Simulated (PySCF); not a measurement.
## Spinor energies of Ga (gallium, neutral)

Start: [Ar] 3d10 4s2 4p1; 4p3/2 filled at m_j = +3/2. Calculated with PySCF 2.14 in x2c-TZVPall-2c with one added diffuse shell each of s, p, d type (7s8p5d1f, 63 functions): generalised Hartree-Fock with the X2C-1e Hamiltonian and a Gaussian nucleus; one run each with spin-orbit coupling (SO) screened by Boettger's factors, then bare. This is a chosen level, not necessarily the ground level.

```
spinor shell  electrons  ε, screened SO (eV)  ε, bare SO (eV)  weight of nominal j (bare SO)  rms radius, bare SO (bohr)
       1s1/2          2             -10441.4         -10441.3                          1.000                      0.0560
       2s1/2          2              -1341.3          -1341.2                          1.000                       0.235
       2p1/2          2              -1182.1          -1183.4                          1.000                       0.209
       3s1/2          2              -179.10          -179.11                          1.000                       0.698
       3p1/2          2              -125.77          -125.97                          1.000                       0.730
       3p3/2          4              -121.90          -121.81                          1.000                       0.741
       3d3/2          4              -32.068          -32.218                          0.998                       0.892
       3d5/2          6              -31.559          -31.465                          0.999                       0.902
       4s1/2          2              -11.868          -11.869                          0.999                        2.64
       4p3/2          1               -5.643           -5.641                          1.000                        3.76
```

Task: Where does 2p3/2 lie, and what is the 2p spin-orbit splitting (bare SO)?

Result: At -1153.3 eV, 30.136 eV above 2p1/2.

```csv
quantity,screened SO,bare SO
E (hartree),-1942.19603,-1942.20522
M_J,3/2,3/2
⟨J²⟩,3.763,3.763
⟨L²⟩,2.011,2.012
⟨S²⟩,0.755,0.756
```

Each row is a mean over spinors that exchange with the open shell spreads, by up to 1.602 eV (4s1/2).
